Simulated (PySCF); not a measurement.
Method: PySCF with TPSSh-D3(BJ)/def2-TZVP // TPSS-D3(BJ)/def2-SVP. Gas-phase values, no solvent. 

Reference species: [Zn(Cl)2] (neutral, multiplicity 1).

| Quantity | Value |
|---|---|
| HOMO–LUMO gap | 6.22 eV |
| charge on the central atom (meta-Löwdin) | 1.23 e |
| coordination number | 2 |

Changed species: [Zn(Cl)(F)] (1 of 2 Cl replaced by F; the reference has 0 of 2 Cl replaced by F).

Problem. What does the change do to the HOMO–LUMO gap, charge on the central atom (meta-Löwdin) and coordination number?

Solution. the HOMO–LUMO gap goes up by 0.12 eV, to 6.34 eV; the charge on the central atom (meta-Löwdin) goes up by 0.09 e, to 1.32 e; the coordination number is nearly the same.
